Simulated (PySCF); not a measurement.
CH7FOSi2, SMILES O[Si@H](C[SiH3])F.

Geometry: PBE-D3(BJ)/def2-SVP. The structure was generated by enumeration; whether it is a known compound was not checked. One conformer was computed; it need not be the lowest.

Computed with PySCF with TDA-PBE/def2-SVPD.

Vertical excitations. 

### Question
Give excitation energies, oscillator strengths and character. (An estimate is asked for; the answer gives what the named calculation found.)

### Answer

```json
[
 {"state": "S1", "energy (eV)": "6.86", "λ (nm)": "181", "f": "0.008", "main pairs": "HOMO→LUMO 99 %"},
 {"state": "S2", "energy (eV)": "7.30", "λ (nm)": "170", "f": "0.008", "main pairs": "HOMO→LUMO+1 94 %"},
 {"state": "S3", "energy (eV)": "7.41", "λ (nm)": "167", "f": "0.003", "main pairs": "HOMO−1→LUMO 81 %, HOMO→LUMO+2 15 %"},
 {"state": "S4", "energy (eV)": "7.46", "λ (nm)": "166", "f": "0.011", "main pairs": "HOMO−2→LUMO 78 %, HOMO→LUMO+2 18 %"},
 {"state": "S5", "energy (eV)": "7.48", "λ (nm)": "166", "f": "0.055", "main pairs": "HOMO→LUMO+2 60 %, HOMO−2→LUMO 16 %, HOMO−1→LUMO 15 %"},
 {"state": "S6", "energy (eV)": "7.67", "λ (nm)": "162", "f": "0.025", "main pairs": "HOMO−3→LUMO 92 %"},
 {"state": "S7", "energy (eV)": "7.82", "λ (nm)": "159", "f": "0.005", "main pairs": "HOMO−4→LUMO 92 %"},
 {"state": "S8", "energy (eV)": "7.84", "λ (nm)": "158", "f": "0.010", "main pairs": "HOMO−1→LUMO+1 90 %"},
 {"state": "S9", "energy (eV)": "7.94", "λ (nm)": "156", "f": "0.013", "main pairs": "HOMO−2→LUMO+1 37 %, HOMO−3→LUMO+1 28 %, HOMO−1→LUMO+2 22 %, HOMO→LUMO+3 8 %"},
 {"state": "S10", "energy (eV)": "7.95", "λ (nm)": "156", "f": "0.003", "main pairs": "HOMO→LUMO+3 46 %, HOMO−2→LUMO+1 25 %, HOMO−1→LUMO+2 21 %"},
 {"state": "T1", "energy (eV)": "6.67", "λ (nm)": "186", "f": "0", "main pairs": "HOMO→LUMO 98 %"},
 {"state": "T2", "energy (eV)": "7.04", "λ (nm)": "176", "f": "0", "main pairs": "HOMO→LUMO+1 96 %"},
 {"state": "T3", "energy (eV)": "7.10", "λ (nm)": "175", "f": "0", "main pairs": "HOMO→LUMO+2 96 %"},
 {"state": "T4", "energy (eV)": "7.25", "λ (nm)": "171", "f": "0", "main pairs": "HOMO−1→LUMO 83 %"}
]
```
Triplets are in the Tamm–Dancoff approximation.
